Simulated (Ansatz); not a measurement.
Computed with Ansatz.

A structure relaxed at PBE0-D4/def2-TZVP, charge 0, multiplicity 1:

```
atom   x (Å)   y (Å)   z (Å)
  C1  -2.339   0.182  -2.018
  C2  -1.647   0.857  -1.108
  C3  -1.137   0.296   0.173
 Ge4   0.764  -0.154   0.043
  C5   1.932   1.013  -0.949
  F6   0.791  -1.730  -0.717
  O7   1.492  -0.381   1.639
  C8   0.917  -1.280   2.559
  H9  -2.658   0.648  -2.942
 H10  -2.608  -0.859  -1.869
 H11  -1.397   1.897  -1.308
 H12  -1.656  -0.627   0.440
 H13  -1.249   1.006   0.997
 H14   1.573   1.115  -1.973
 H15   1.968   1.997  -0.480
 H16   2.935   0.587  -0.959
 H17   1.530  -1.275   3.463
 H18   0.890  -2.303   2.167
 H19  -0.103  -0.988   2.841
```

Give its formula and SMILES.

C5H11FGeO, `C=C[CH2][Ge]([CH3])([F])[O]C`.

Point group (tolerance 0.08 Å, 0.16 Å for H)?

C1.

Summarise the bond lengths by kind.

2 × C–C 1.327 to 1.488 Å; 11 × C–H 1.083 to 1.098 Å; 2 × C–Ge 1.926 to 1.958 Å; 1 × F–Ge 1.749 Å; 1 × Ge–O 1.769 Å; 1 × C–O 1.409 Å.
